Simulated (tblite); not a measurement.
C8H7O (doublet state).
Atom-mapped SMILES: `[CH3:1][C:2](=[O:3])[C:4]1=[CH:5][C@H:6]2[CH:7]=[CH:8][C:9]12` (hydrogens: H10, H11, H12 on C1; H13 on C5; H14 on C6; H15 on C7; H16 on C8)

The geometry is computed with GFN2-xTB (gas phase). This method treats the open shell by occupation alone, without spin polarisation.

**Question.** List the bond lengths, angles and torsions at this level.

**Answer.** 
```
                  bond  length (Å)
                 C1–C2       1.509
                 C2=O3       1.211
                 C2–C4       1.462
                 C4=C5       1.366
                 C5–C6       1.511
                 C6–C7       1.520
                 C7=C8       1.351
                 C8–C9       1.452
                 C4–C9       1.464
                 C6–C9       1.536
C1–H10, C1–H11, C1–H12       1.088
                C5–H13       1.073
                C6–H14       1.082
                C7–H15       1.073
                C8–H16       1.073
```

Bonds in one row agree within 0.01 Å and their mean is given. A selection of angles:
```
     angle  degrees
 C2–C1–H10    109.4
H10–C1–H11    110.0
H10–C1–H12    108.0
  C1–C2–O3    123.5
  C1–C2–C4    113.8
  O3–C2–C4    122.7
  C2–C4–C5    135.0
  C2–C4–C9    132.5
  C5–C4–C9     92.2
  C4–C5–C6     94.2
 C4–C5–H13    133.6
 C6–C5–H13    132.1
  C5–C6–C7    118.6
  C5–C6–C9     84.1
 C5–C6–H14    118.5
  C7–C6–C9     82.8
 C7–C6–H14    118.1
 C9–C6–H14    124.7
  C6–C7–C8     94.7
 C6–C7–H15    130.7
 C8–C7–H15    134.2
  C7–C8–C9     92.3
 C7–C8–H16    134.7
 C9–C8–H16    132.8
  C4–C9–C8    124.6
  C4–C9–C6     89.4
  C6–C9–C8     90.0
```

Dihedral angles: C1–C2–C4–C5 180° (antiperiplanar); C2–C4–C5–C6 176° (antiperiplanar); C4–C5–C6–C7 -81° (synclinal); C5–C6–C7–C8 82° (synclinal); C6–C7–C8–C9 -3° (synperiplanar); C7–C8–C9–C4 -86° (synclinal); C2–C4–C9–C8 -87° (synclinal); C5–C6–C9–C8 -123° (anticlinal).

C4 (carbon bonded to 3 C) is planar (angles 135.0°, 132.5° and 92.2°, sum 359.7°, 0.04 Å off the plane of its three neighbours). C8 (carbon bonded to 2 C and H) is planar (angles 134.7°, 132.8° and 92.3°, sum 359.7°, 0.04 Å off the plane of its three neighbours). C7 (carbon bonded to 2 C and H) is planar (angles 134.2°, 130.7° and 94.7°, sum 359.6°, 0.04 Å off the plane of its three neighbours). C2 (carbon bonded to 2 C and O) is planar (angles 123.5°, 122.7° and 113.8°, sum 360.0°, 0.00 Å off the plane of its three neighbours). The 4-membered ring C6–C7–C8–C9 has internal angles of 82.8° to 94.7°; it is almost planar, 0.02 Å rms from its mean plane, widest ring torsion 3°. Of the pairs four or more bonds apart, C9···H10 is among the closest relative to their van der Waals radii: 2.91 Å, 100 % of the sum of Bondi's values. C5 (carbon bonded to 2 C and H) is planar (angles 133.6°, 132.1° and 94.2°, sum 359.9°, 0.02 Å off the plane of its three neighbours).

Point group: C1 (no symmetry element, even within 0.4 Å). Its GFN2-xTB frequencies are all real (lowest 48 cm⁻¹). 3 starts were optimised and ended at 0.00, 0.01 and 0.86 kcal/mol (GFN2-xTB); the lowest of these is shown.

One conformer stands for the species.
